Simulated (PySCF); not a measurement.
HCl, charge +1, doublet, at a GFN2-xTB geometry (a state made from the parent by changing its charge; the spin is typed, not shown lowest); MP2/aug-pcseg-1 (PySCF).

The PySCF input:
```python
from pyscf import gto, scf, mp

mol = gto.Mole()
mol.atom = '''
    Cl   -0.000000   -0.000000   -0.073934
    H     0.000000    0.000000    1.256873
'''
mol.basis = 'aug-pcseg-1'
mol.charge = 1
mol.spin = 1
mol.verbose = 4
mol.build()

mf = scf.UHF(mol)
mf.kernel()

pt = mp.MP2(mf, frozen=5)
pt.kernel()
print('E(MP2) = %.10f' % pt.e_tot)
```

Q: Write the output that PySCF gives for this input, abridged.

A: 
```
PySCF version 2.14.0

[INPUT] verbose = 4
[INPUT] num. atoms = 2
[INPUT] num. electrons = 17
[INPUT] charge = 1
[INPUT] spin (= nelec alpha-beta = 2S) = 1
[INPUT] symmetry False subgroup None
[INPUT] Mole.unit = angstrom
[INPUT] Symbol           X                Y                Z      unit          X                Y                Z       unit  Magmom
[INPUT]  1 Cl     0.000000000000   0.000000000000  -0.073934000000 AA    0.000000000000   0.000000000000  -0.139715011294 Bohr   0.0
[INPUT]  2 H      0.000000000000   0.000000000000   1.256873000000 AA    0.000000000000   0.000000000000   2.375145743360 Bohr   0.0

nuclear repulsion = 6.75981760363449
number of shells = 5
number of NR pGTOs = 64
number of NR cGTOs = 36
basis = aug-pcseg-1
ecp = {}

******** <class 'pyscf.scf.uhf.UHF'> ********
method = UHF
initial guess = minao
damping factor = 0
level_shift factor = 0
DIIS = <class 'pyscf.scf.diis.CDIIS'>
diis_start_cycle = 1
diis_space = 8
diis_damp = 0
SCF conv_tol = 1e-09
SCF conv_tol_grad = None
SCF max_cycles = 50
direct_scf = True
direct_scf_tol = 1e-13
number electrons alpha = 9  beta = 8
Set gradient conv threshold to 3.16228e-05
init E= -459.899359163917

cycle= 1 E= -459.575358159294  delta_E= 0.324  |g|= 0.26  |ddm|= 1.04
cycle= 2 E= -459.626495851764  delta_E= -0.0511  |g|= 0.0589  |ddm|= 0.426
cycle= 3 E= -459.628544914859  delta_E= -0.00205  |g|= 0.0161  |ddm|= 0.12
cycle= 4 E= -459.628827407535  delta_E= -0.000282  |g|= 0.00418  |ddm|= 0.0289
cycle= 5 E= -459.628849819059  delta_E= -2.24e-05  |g|= 0.00114  |ddm|= 0.00928
cycle= 6 E= -459.628851762931  delta_E= -1.94e-06  |g|= 0.000475  |ddm|= 0.00272
cycle= 7 E= -459.628852216844  delta_E= -4.54e-07  |g|= 0.000224  |ddm|= 0.00121
cycle= 8 E= -459.628852361845  delta_E= -1.45e-07  |g|= 7.4e-05  |ddm|= 0.000899
cycle= 9 E= -459.628852376948  delta_E= -1.51e-08  |g|= 1.56e-05  |ddm|= 0.000313
cycle= 10 E= -459.628852377438  delta_E= -4.9e-10  |g|= 3.31e-06  |ddm|= 4.9e-05
Extra cycle  E= -459.628852377451  delta_E= -1.35e-11  |g|= 1.66e-06  |ddm|= 4.74e-06
converged SCF energy = -459.628852377451  <S^2> = 0.7588247  2S+1 = 2.0088053

******** <class 'pyscf.mp.ump2.UMP2'> ********
nocc = (np.int64(4), np.int64(3)), nmo = (31, 31)
frozen orbitals 5
E(UMP2) = -459.745745610235  E_corr = -0.116893232783851
E(SCS-UMP2) = -459.745766515802  E_corr = -0.116914138350134
E_corr(same-spin) = -0.0269512396044083
E_corr(oppo-spin) = -0.0899419931794431
E(MP2) = -459.7457456102
```
